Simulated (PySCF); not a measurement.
## Orbital picture of CSe

PBE0 at R = 1.674 Å; basis C cc-pVTZ, Se cc-pVTZ-PP with ECP10; scalar-relativistic core potentials; PySCF 2.14. State: ¹Σ⁺ (singlet), closed shell. Only the outer orbitals are listed, counted within each symmetry, core potentials removing the inner ones.

| orbital | occ. | ε (eV) | on C (%) | main shells (%) |
| --- | --- | --- | --- | --- |
| 5σ | 2 | -22.53 | 35 | 61 Se s, 26 C s, 8 C p |
| 6σ | 2 | -14.63 | 41 | 42 C s, 31 Se s, 26 Se p |
| 3π | 2 | -9.23 | 30 | 69 Se p, 29 C p |
| 3π | 2 | -9.23 | 30 | 69 Se p, 29 C p |
| 7σ | 2 | -8.50 | 73 | 49 C p, 24 C s, 23 Se p |
| 4π | 0 | -2.45 | 63 | 63 C p, 31 Se p |
| 4π | 0 | -2.45 | 63 | 63 C p, 31 Se p |

Which are the highest filled and the lowest empty level, where do they sit, and how wide is the gap?

Highest filled 7σ at -8.50 eV (in %: 49 C p, 24 C s, 23 Se p); lowest empty 4π at -2.45 eV (in %: 63 C p, 31 Se p); the gap at PBE0 is 6.05 eV.

| Quantity | Value |
| --- | --- |
| bond order (Mayer) | 2.65 |
| ⟨S²⟩ | 0.000 |
| charge on C (Mulliken, basis-dependent) | -0.19 |
| charge on C (Löwdin, basis-dependent) | -0.44 |
| dipole moment (positive dipole means C(−)Se(+)) | 2.14 D |
| polarisability along the bond | 45.0 bohr³ |
| polarisability across the bond | 23.1 bohr³ |
